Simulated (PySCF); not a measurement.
Gas-phase equilibrium of 1 mol SnCl4, 1.5 mol H2O at 1600 K and 1.01 bar, among 27 species (ClO, SnCl4, O2, HCl, O, SnH2, HO2, SnO, SnHCl3, SnCl3, H2O, H, HOCl, H2O2, O3, H2, SnH4, SnCl2, SnH2Cl2, Cl, Cl2, SnO2, SnH3Cl, Sn2O2, SnHCl, Sn(OH)2, OH). Only gases are allowed; each row takes one source of thermochemistry for all species, and Cantera finds the minimum.

Method: PySCF energies plus ideal-gas RRHO corrections (1 bar). † marks an energy on the PBE0/def2-TZVP geometry and frequencies; other levels use their own. Open shells (unrestricted) among the columns below: O2 (multiplicity 3), SnCl3 (multiplicity 2), Cl (multiplicity 2, electronic degeneracy 6); the rest are closed-shell singlets. Spin-orbit splitting is ignored; it lowers the true energy and changes the entropy of Cl. Sn: scalar-relativistic def2 core potential, no spin-orbit coupling. SnCl3: computed as isolated molecules; such fragments, hydroxides, amides, oligomers or adducts are transient or little studied in the gas. The harmonic model lacks anharmonicity and excited electronic states, which grow with temperature; levels with a mode under 35 cm⁻¹ are left out. Soft modes under 120 cm⁻¹ make the harmonic entropy rough for SnCl4, SnCl3, SnCl2.

Molecules larger than those listed are left out. Also missing: (SnO)n, which can matter at low temperature or high pressure.

Mole fractions:

| thermochemistry | x HCl | x SnCl2 | x H2O | x O2 | x SnCl4 | x Cl2 | x Cl | x SnCl3 |
|---|---|---|---|---|---|---|---|---|
| BLYP/def2-TZVP† | 0.49 | 0.25 | 0.13 | 0.12 | 5.7e-5 | 0.0024 | 0.0073 | 0.00011 |
| M06-2X/def2-TZVP† | 0.39 | 0.20 | 0.22 | 0.098 | 0.075 | 0.0034 | 0.0065 | 0.0040 |
| PBE0/def2-TZVP | 0.48 | 0.24 | 0.14 | 0.12 | 0.0075 | 0.0027 | 0.0058 | 0.00086 |
| r2SCAN/def2-TZVP† | 0.48 | 0.24 | 0.14 | 0.12 | 0.0096 | 0.0013 | 0.0041 | 0.0014 |
| LDA/def2-TZVP† | 0.43 | 0.23 | 0.18 | 0.11 | 0.036 | 0.013 | 0.00032 | 0.0016 |
| ωB97X-V/def2-TZVP† | 0.46 | 0.24 | 0.16 | 0.12 | 0.022 | 0.0015 | 0.0050 | 0.00066 |
The most sensitive of these is SnCl4: it spans a factor of 10^3.1 over these rows; at this temperature one factor of ten is RT ln 10 = 31 kJ/mol.
